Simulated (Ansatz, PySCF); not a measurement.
Gas-phase reaction R1 → P1 + P2, each structure at its B3LYP-D3(BJ)/def2-TZVP stationary point, reached from a drawn start (curvature not checked).
R1: Cl3OV (SMILES [O]=[V]([Cl])([Cl])[Cl]), charge 0, multiplicity 1.
P1, Cl2OV (SMILES [O]=[V]([Cl])[Cl]) (charge 0, multiplicity 2, Z-matrix in Å and degrees):
```
V
O 1 1.5624
Cl 1 2.1723 2 117.71
Cl 1 2.1723 2 117.71 3 179.79
```
P2: Cl atom, charge 0, multiplicity 2.

```csv
level,reaction energy (kcal/mol),cost
HF/def2-SVP,-23.57,-
HF/def2-TZVPP,-12.21,-
HF/def2-QZVPP,-12.37,-
SVWN5/def2-TZVPP,108.24,×0.7
PBE/def2-TZVPP,89.47,×1
BLYP/def2-TZVPP,82.34,×1
revPBE/def2-TZVPP,83.15,×1
r2SCAN/def2-TZVPP,85.99,×2
B97M-V/def2-TZVPP,83.54,×5
B3LYP/def2-TZVPP,71.88,×1
PBE0/def2-TZVPP,73.50,×2
BHLYP/def2-TZVPP,50.66,×2
M06-2X/def2-TZVPP,60.86,-
CAM-B3LYP/def2-TZVPP,66.97,×2
wB97X-V/def2-TZVPP,69.74,×3
wB97M-V/def2-TZVPP,70.86,×4
B2PLYP/def2-TZVPP,85.16,×2
MP2/def2-SVP,170.33,-
MP2/def2-TZVPP,173.08,-
MP2/def2-QZVPP,174.95,-
"MP2/CBS(def2-TZVPP, def2-QZVPP)",176.43,-
SCS-MP2/def2-SVP,152.13,-
SCS-MP2/def2-TZVPP,156.37,-
SCS-MP2/def2-QZVPP,158.50,-
CCSD/def2-SVP,48.97,-
CCSD/def2-TZVPP,55.13,-
CCSD/def2-QZVPP,55.95,-
CCSD(T)/def2-SVP,73.61,×2
CCSD(T)/def2-TZVPP,79.70,×20
CCSD(T)/def2-QZVPP,80.82,×400*
"CCSD(T)/CBS(def2-TZVPP, def2-QZVPP)",81.75,×400*
```

P less R. No zero-point or thermal terms; singlets are restricted closed shells; open shells are unrestricted; no spin–orbit coupling. The spin states of the d-block species are the ones drawn and need not be the lowest.

Frozen-core correlation throughout. CBS: X⁻³ extrapolation of the correlation energy, Hartree–Fock from the larger set.

Doubts at one or more of the structures used: a spin-contaminated determinant (HF/def2-SVP, HF/def2-TZVPP, HF/def2-QZVPP, MP2/def2-SVP, MP2/def2-TZVPP, MP2/def2-QZVPP, MP2/CBS(def2-TZVPP, def2-QZVPP), SCS-MP2/def2-SVP, SCS-MP2/def2-TZVPP, SCS-MP2/def2-QZVPP, CCSD/def2-SVP, CCSD/def2-TZVPP, CCSD/def2-QZVPP, CCSD(T)/def2-SVP, CCSD(T)/def2-TZVPP, CCSD(T)/def2-QZVPP, CCSD(T)/CBS(def2-TZVPP, def2-QZVPP)); T1 above 0.05 (CCSD/def2-SVP, CCSD/def2-TZVPP, CCSD/def2-QZVPP, CCSD(T)/def2-SVP, CCSD(T)/def2-TZVPP, CCSD(T)/def2-QZVPP, CCSD(T)/CBS(def2-TZVPP, def2-QZVPP)); a doubt about the state reached (CCSD/def2-SVP, CCSD/def2-TZVPP, CCSD/def2-QZVPP, CCSD(T)/def2-SVP, CCSD(T)/def2-TZVPP, CCSD(T)/def2-QZVPP, CCSD(T)/CBS(def2-TZVPP, def2-QZVPP)).

Run with Ansatz (a quantum-chemistry and plane-wave program); PySCF for M06-2X. All values are computed, each at the level named.

Costs are rough ratios of core time to PBE/def2-TZVPP (about 30 s over the structures, on one shared machine); a dash marks a level with no comparable run of its own. A star marks coupled-cluster runs past 200 virtual orbitals, where the program's memory plan changes under this machine's limit, so their costs aren't comparable with smaller runs.
